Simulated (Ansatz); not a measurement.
Cartesian coordinates in Å:
```
F 0.6499 0.3179 -1.6992
Ta -0.0395 -0.0330 -0.0243
F -1.3334 -1.1265 -0.8263
F 0.5501 -1.4957 0.9330
F -1.3945 1.0212 0.6502
Cl 1.5674 1.3161 0.9665
```

The species carries charge 0 and has multiplicity 1. Ta takes the def2 core potential.

(1) List the r2SCAN/def2-TZVPP orbital energies in eV (Ansatz 0.2.0). (Best estimate.)

Results:

(1) Ansatz gave: Occupied: -2753.68, -667.52, -667.51, -667.51, -666.75, -255.09, -193.56, -193.52, -193.52, -76.57, -43.09, -43.09, -42.74, -32.11, -31.37, -31.36, -30.95, -21.44, -13.46, -13.36, -13.36, -12.83, -12.83, -12.51, -11.77, -11.77, -11.77, -11.75, -10.85, -10.84, -9.68, -8.87, -8.87. Lowest empty: -3.58, -3.58, -1.97, -1.96, -0.87, 0.85, 2.48, 2.49.
